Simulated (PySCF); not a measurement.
## Distorted geometries of ReO2F2

ReO2F2 (doublet). PySCF 2.14.0, UKS PBE, Re def2-SVP with ECP60, O def2-SVP, F def2-SVP; non-relativistic Hamiltonian with scalar-relativistic core potentials where named; density fitting; no spin-orbit coupling. Relaxed geometry:

```xyz
5

Re    0.0730    0.0730    0.0000
O     1.4734    0.0127    0.9710
O     0.0127    1.4734   -0.9710
F    -1.5326   -0.2880    0.9215
F    -0.2880   -1.5326   -0.9215
```

Order these distorted geometries by energy above the relaxed one, lowest first.
A.
```xyz
5

Re    0.1158    0.1862    0.0103
O     1.4942   -0.0939    0.9390
O     0.0057    1.3733   -0.8875
F    -1.5217   -0.2636    0.8837
F    -0.3554   -1.4633   -0.9456
```
B.
```xyz
5

Re    0.1151   -0.0726   -0.0448
O     1.3628    0.0850    1.0037
O     0.0505    1.2772   -1.1202
F    -1.4903   -0.1702    0.9667
F    -0.2996   -1.3810   -0.8055
```
C.
```xyz
5

Re    0.0495    0.0424    0.0045
O     1.4753    0.0284    0.9832
O     0.0293    1.5034   -0.9743
F    -1.5429   -0.2973    0.9163
F    -0.2726   -1.5383   -0.9297
```

C (0.12 eV), A (2.15 eV), B (2.95 eV).

Which forces (eV/Å) act in the one that lies 2.15 eV up?


```
Re   -2.77 -20.00  10.64
O     2.40   0.75   1.03
O    -0.55  17.26 -12.24
F     0.32   0.56   0.06
F     0.61   1.44   0.51
```
Forces carry noise of the integration grid, about 0.01 to 0.03 eV/Å.

Open shells may have lower solutions than the one found.
